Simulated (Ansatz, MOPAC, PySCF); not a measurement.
Molecule: SiN3H7, charge 0, multiplicity 1. SMILES: [SiH](N)(N)N
Coordinates optimised at B3LYP-D3(BJ)/def2-TZVP (Ansatz, an electronic-structure program):
```xyz
11

N      0.0297     1.5786    -0.5506
Si    -0.1744     0.0871     0.2807
N     -0.8936    -0.9443    -0.8847
N      1.1470    -0.8289     0.8907
H      0.1251     2.4404    -0.0379
H      0.4957     1.6246    -1.4433
H     -0.9302     0.4669     1.5010
H     -0.9917    -1.9298    -0.7033
H     -1.6101    -0.5974    -1.5010
H      1.5436    -0.6160     1.7918
H      1.8278    -1.2457     0.2750
```
Charge 0, spin multiplicity 1.

Quantity: enthalpy of formation at 298 K, in kcal/mol. Set-up: no dispersion term unless named; no spin-orbit coupling; 6-31G* and kin with 6d, 5d where marked; open shells spin-unrestricted; frozen cores in correlated levels; non-relativistic; LANL2DZ with its own core potentials from Na on. Basis-set limits of correlation are two-point, X^-3; Hartree-Fock from the larger set. Ab initio and DFT rows: single points at B3LYP-D3(BJ) geometries (Ansatz), with unscaled harmonic terms from B3LYP/6-31G* (Ansatz) at its own minima, enthalpies of formation by atomisation with measured atoms. Semi-empirical rows: MOPAC heats of formation at their own minima for 298 K.

Coupled cluster (Ansatz) is a level with limits of its own, used here on species with T1 under 0.025 (0.045 for open shells) and stable references: CCSD(T)/CBS(aug-cc-pV(T+d)Z,aug-cc-pV(Q+d)Z).

Value to compare with, CCSD(T)/CBS(aug-cc-pV(T+d)Z,aug-cc-pV(Q+d)Z) (Ansatz): -64.1 kcal/mol.

```tsv
level	program	enthalpy of formation at 298 K (kcal/mol)	difference
AM1	MOPAC	-74.3	-10.2
PM6	MOPAC	-51.1	13.0
MNDO	MOPAC	-57.7	6.4
HF/LANL2DZ	Ansatz	310.8	374.9
MP2/STO-3G	Ansatz	99.7	163.8
MP2/3-21G	Ansatz	141.4	205.5
MP2/LANL2DZ	Ansatz	129.7	193.8
MP2/6-31G*	Ansatz	62.2	126.3
B3PW91/6-31G* (5d)	PySCF	-24.0	40.1
r2SCAN-D4/def2-TZVPD	Ansatz + dftd4	-52.5	11.6
wB97M-V/def2-TZVPD	Ansatz	-66.5	-2.4
wB97X-V/def2-TZVPD	Ansatz	-67.0	-2.9
```

Among the 9 habitual levels, HF/LANL2DZ lies farthest from CCSD(T)/CBS(aug-cc-pV(T+d)Z,aug-cc-pV(Q+d)Z) (Ansatz) (374.9 kcal/mol) and MNDO nearest (6.4); 8 of 9 lie above it, and their mean absolute difference is 126.0 kcal/mol, the median 126.3. One case shows no general order.

The levels are drawn from those run, B3LYP/6-31G* more often than the rest, none by its result; left out are runs that failed, that the program found above a lower state of the same kind, or whose <S^2> lies over 0.5 above the pure value.
